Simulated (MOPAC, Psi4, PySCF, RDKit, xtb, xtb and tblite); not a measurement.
Torsional profile of SMILES c1ccc(/C=C\C=C)o1 (C8H8O). Scanned: dihedral C1–C2–C3–C4; all other coordinates were relaxed at GFN2-xTB. Points at φ and −φ are mirror images.

Geometry of the scan point at -40° (Å):
```
17

C     -2.7093    -1.7783    -0.8599
C     -1.6510    -1.0072    -0.6456
C     -1.6748     0.4022    -0.2975
C     -2.4698     1.3790    -0.7617
C     -3.4274     1.3511    -1.8334
C     -4.2438     2.3770    -2.2575
C     -4.9590     1.8878    -3.3697
C     -4.5290     0.6077    -3.5513
O     -3.6108     0.2766    -2.6334
H     -2.6065    -2.8276    -1.0783
H     -3.7134    -1.3957    -0.8052
H     -0.6609    -1.4501    -0.6542
H     -0.9375     0.6829     0.4465
H     -2.3668     2.3675    -0.3322
H     -4.3169     3.3532    -1.8227
H     -5.6879     2.4120    -3.9532
H     -4.7922    -0.1412    -4.2722
```

GFN2-xTB (xtb and tblite); MMFF94 // GFN2-xTB (RDKit); B3LYP/def2-SVP // GFN2-xTB (Psi4); B3LYP-D3(BJ)/def2-SVP // GFN2-xTB (Psi4); PBE/def2-SVP // GFN2-xTB (Psi4); PBE-D3(BJ)/def2-SVP // GFN2-xTB (Psi4); AM1, restricted, heats of formation // GFN2-xTB (MOPAC); PM6, restricted, heats of formation // GFN2-xTB (MOPAC); GFN1-xTB // GFN2-xTB (xtb); RKS-B3LYP/6-31G* = restricted B3LYP/6-31G*, spherical d, density fitting // GFN2-xTB run with PySCF 2.14.0; RMP2/3-21G = PySCF with restricted MP2 (frozen core)/3-21G // GFN2-xTB; RHF/3-21G = PySCF 2.14.0 with restricted Hartree-Fock/3-21G, density fitting // GFN2-xTB; RHF/6-31G* = restricted Hartree-Fock/6-31G*, spherical d, density fitting // GFN2-xTB (PySCF).

Least-squares fit of E(φ) = a0 + Σ (a_n cos nφ + b_n sin nφ), n = 1 to 4, to the 18 scan points, in kcal/mol above the lowest point of each profile (levels whose profile four harmonics don't fit are not listed):

```json
[
 {"method": "GFN2-xTB", "a0": "3.70", "a1": "1.90", "b1": "0.00", "a2": "-1.38", "b2": "0.00", "a3": "0.70", "b3": "0.00", "a4": "0.34", "b4": "0.00", "rms of fit": "0.04"},
 {"method": "MMFF94", "a0": "5.01", "a1": "3.08", "b1": "0.00", "a2": "-0.54", "b2": "0.00", "a3": "2.14", "b3": "0.00", "a4": "0.87", "b4": "0.00", "rms of fit": "0.26"},
 {"method": "B3LYP/def2-SVP", "a0": "5.96", "a1": "2.52", "b1": "0.00", "a2": "-3.23", "b2": "0.00", "a3": "0.55", "b3": "0.00", "a4": "0.30", "b4": "0.00", "rms of fit": "0.13"},
 {"method": "B3LYP-D3(BJ)/def2-SVP", "a0": "5.60", "a1": "2.22", "b1": "0.00", "a2": "-3.11", "b2": "0.00", "a3": "0.62", "b3": "0.00", "a4": "0.34", "b4": "0.00", "rms of fit": "0.11"},
 {"method": "PBE/def2-SVP", "a0": "6.10", "a1": "2.40", "b1": "0.00", "a2": "-3.51", "b2": "0.00", "a3": "0.54", "b3": "0.00", "a4": "0.30", "b4": "0.00", "rms of fit": "0.16"},
 {"method": "PBE-D3(BJ)/def2-SVP", "a0": "5.88", "a1": "2.22", "b1": "0.00", "a2": "-3.44", "b2": "0.00", "a3": "0.58", "b3": "0.00", "a4": "0.32", "b4": "0.00", "rms of fit": "0.14"},
 {"method": "AM1", "a0": "2.68", "a1": "2.02", "b1": "0.00", "a2": "-0.56", "b2": "0.00", "a3": "0.33", "b3": "0.00", "a4": "0.35", "b4": "0.00", "rms of fit": "0.15"},
 {"method": "PM6", "a0": "1.59", "a1": "1.69", "b1": "0.00", "a2": "0.31", "b2": "0.00", "a3": "0.33", "b3": "0.00", "a4": "0.26", "b4": "0.00", "rms of fit": "0.16"},
 {"method": "GFN1-xTB", "a0": "3.43", "a1": "1.66", "b1": "0.00", "a2": "-1.53", "b2": "0.00", "a3": "0.58", "b3": "0.00", "a4": "0.46", "b4": "0.00", "rms of fit": "0.11"},
 {"method": "RKS-B3LYP/6-31G*", "a0": "5.87", "a1": "2.56", "b1": "0.00", "a2": "-3.09", "b2": "0.00", "a3": "0.58", "b3": "0.00", "a4": "0.34", "b4": "0.00", "rms of fit": "0.11"},
 {"method": "RMP2/3-21G", "a0": "4.87", "a1": "2.52", "b1": "0.00", "a2": "-1.98", "b2": "0.00", "a3": "0.43", "b3": "0.00", "a4": "0.06", "b4": "0.00", "rms of fit": "0.16"},
 {"method": "RHF/3-21G", "a0": "5.66", "a1": "3.09", "b1": "0.00", "a2": "-2.19", "b2": "0.00", "a3": "0.55", "b3": "0.00", "a4": "0.18", "b4": "0.00", "rms of fit": "0.13"},
 {"method": "RHF/6-31G*", "a0": "5.00", "a1": "2.87", "b1": "0.00", "a2": "-1.72", "b2": "0.00", "a3": "0.76", "b3": "0.00", "a4": "0.39", "b4": "0.00", "rms of fit": "0.03"}
]
```
